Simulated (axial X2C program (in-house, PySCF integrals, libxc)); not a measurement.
# WC along the bond: TPSSh, with spin–orbit coupling

Computed with an axial X2C code built on PySCF integrals. Two-component (2c) means X2C with spin–orbit coupling and atomic mean-field two-electron Coulomb and Gaunt terms. Basis: W dyall-cv3z [13s14p9d7f4g], C dyall-v3z [7s6p2d1f] (cores contracted in-house); Gaussian nuclei, density fitting, unrestricted open shells. Masses: W 183.951 u, C 12.000 u.

State: Ω = 1 (⟨Sz⟩ = -0.99, ⟨Lz⟩ = 1.99 at TPSSh). Dipoles are positive if C is the positive end.

```tsv
R (Å)	μ (D)	HOMO (eV)	LUMO (eV)
1.546	-3.626	-5.53	-4.14
1.597	-3.860	-5.58	-4.23
1.648	-4.042	-5.60	-4.32
1.699	-4.165	-5.59	-4.42
1.758	-4.235	-5.59	-4.53
1.818	-4.248	-5.61	-4.61
1.894	-4.222	-5.66	-4.69
```

(1) The minimum lies at 1.706 Å. What is the dipole moment there, and its slope?

The state is a single determinant with fixed occupations, the lowest that a limited PBE0 search found. Density functionals use the spin component along the axis (collinear). PBE0 can misorder states that lie within some tenths of an eV, so this need not be the ground state of the molecule. The nearest other 2c determinant of the search, Ω = 2, lies 0.34 eV up at the distance of the search. Without a current term, density functionals place determinants with orbital angular momentum somewhat too high. With several unpaired electrons one determinant need not be a pure state. The determinant is spin-polarised beyond a pure state at some levels (its spin-free form has ⟨S²⟩ too high), which makes Re and μ there less reliable.

## Answers

(1) At TPSSh, 2c, with the sign and origin stated: μ = -4.18 D, dμ/dR = -1.68 D/Å.
